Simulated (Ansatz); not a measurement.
Task: Name a neutral molecule of C, F, In and H with size of the dipole moment (PBE/def2-TZVPP) between 1.00 and 1.30 D and HOMO energy (PBE/def2-TZVPP) between -6.00 and -5.70 eV (Ansatz, PBE0-D4/def2-TZVP geometry).

Result: `[CH3][InH][CH2]F` (1.00 D, -5.81 eV). Other molecules can fit too; these were computed, each in one conformer that needn't be the lowest.
